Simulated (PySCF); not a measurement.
Two species compared at the same levels of theory.

First species: C3H15N2PSi2.
SMILES: `N[Si@@](P)(N[SiH3])CCC`

Second species: C₇H₁₁PSi.
Atom-mapped SMILES: `[CH2:1]=[CH:2][c:3]1[cH:4][c:5]([CH3:6])[c:7]([SiH3:8])[pH:9]1` (hydrogens: H10, H11 on C1; H12 on C2; H13 on C4; H14, H15, H16 on C6; H17, H18, H19 on Si8; H20 on P9)

Levels: PBE0/pcSseg-1 for HOMO energy, LUMO energy and HOMO–LUMO gap. Geometries: GFN2-xTB. Each structure is a single optimised conformer of the isolated species, non-relativistic unless stated. Electronic properties by PySCF.

Dipoles, sizes and rotational constants follow the conformer. The torsions of the flexible species, by atom-mapped SMILES:
- `[CH2:1]=[CH:2][c:3]1[cH:4][c:5]([CH3:6])[c:7]([SiH3:8])[pH:9]1`: C1–C2–C3–C4 -174°

The conformers of `CCC[Si@](N)(P)N[SiH3]` aren't listed.

```json
{"property": "HOMO energy", "column X": "-6.24 eV", "column Y": "-6.77 eV"}
{"property": "LUMO energy", "column X": "-1.71 eV", "column Y": "0.29 eV"}
{"property": "HOMO–LUMO gap", "column X": "4.53 eV", "column Y": "7.06 eV"}
```

Q: Which column belongs to which species?

A: Column X is the second species and column Y the first. The first has 23 atoms and 90 electrons, the second 20 and 82.

Q: How does each property change from the first species to the second?

A: HOMO energy +0.53 eV; LUMO energy -2.00 eV; HOMO–LUMO gap -2.53 eV.

